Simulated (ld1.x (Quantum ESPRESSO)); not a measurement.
## Before and after: TM potential for antimony (Sb)

antimony, norm-conserving Troullier–Martins (Kleinman–Bylander form), made with ld1.x (Quantum ESPRESSO) 7.5 (PBE, scalar-relativistic). Core [Kr] 4d10, reference 5s2 5p3. Waves: 5s (bound): rc 1.80 bohr; 5p (bound): rc 1.70 bohr. Local part: all-electron potential smoothed inside 1.70 bohr (lloc = -2). Core correction: Bessel-smoothed model core, default radius (core density twice the valence density).

Change: all radii but the core radius scaled by about 0.90 (s 1.62, p 1.52 bohr); local potential all-electron potential smoothed inside 1.52 bohr (lloc = -2).

Cutoffs: the cutoffs (Ry, on a coarse ladder) from which the occupation-weighted sum of valence levels, in a spherical-Bessel basis at the reference potential, stays within 10 and 1 mRy of its value at 400 Ry; they do not see the model core or the augmentation charge, which bear on the density cutoff. Errors are all-electron minus pseudo energies relative to the spin-unpolarised reference configuration.

Q: How do hardness, ghosts and transferability respond?

A: The potential gets harder (40 Ry and 80 Ry → 100 Ry and 140 Ry); a bound ghost appears in d, which as a rule spoils a file; of the 7 tests that both files solve, the error grows in 1 and shrinks in 6 by more than 15 % and 0.3 meV (median size 23.0 → 5.1 meV). A smaller radius makes the pseudo-wave follow the all-electron one further in, where it bends more sharply, so more plane waves are needed.

| quantity | base | changed |
| --- | --- | --- |
| cutoff, loose | 40 Ry | 100 Ry |
| cutoff, tight | 80 Ry | 140 Ry |
| loose cutoff by channel (10 mRy a level) | s 12 Ry, p 35 Ry | s 21 Ry, p 80 Ry |
| bound ghosts | none | d |
| error for 5s2 5p2, meV [ΔE 8.32 eV] | -2.2 | +0.8 |
| error for 5s2 5p1, meV [ΔE 24.28 eV] | -23 | -3.4 |
| error for 5s2 5p0, meV [ΔE 48.70 eV] | -124 | -50 |
| error for 5s1 5p3, meV [ΔE 17.05 eV] | -10 | -5.1 |
| error for 5s0 5p5, meV [ΔE 16.43 eV] | -23 | -34 |
| error for 5s1 5p0, meV [ΔE 92.99 eV] | -461 | -264 |
| error for 5s2 5p2.5, meV [ΔE 3.26 eV] | -0.5 | +0.1 |

 A true bound ghost makes a file unfit for plane-wave use even where its test errors are small: the radial tests pick states by their node count and pass the ghost by.
